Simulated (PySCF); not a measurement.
B(H)(I)(Me) (CH₄BI), SMILES CBI. Geometry: B3LYP-D3(BJ)/def2-SVP. The def2 effective core potentials stand for the cores of I; spin–orbit coupling is left out.

**Question.** Give the equilibrium geometry at B3LYP-D3(BJ)/def2-SVP (PySCF confirms it by a frequency run) as a Z-matrix, and its point group. (The exact figures need the calculation; the answer reports its results.)

**Answer.** point group Cs.
```
C
H 1 1.0982
H 1 1.1067 2 109.13
H 1 1.1067 2 109.13 3 114.10
B 1 1.5530 2 115.88 3 -122.95
H 5 1.2023 1 123.18 2 180.00
I 5 2.1449 6 114.54 1 180.00
```
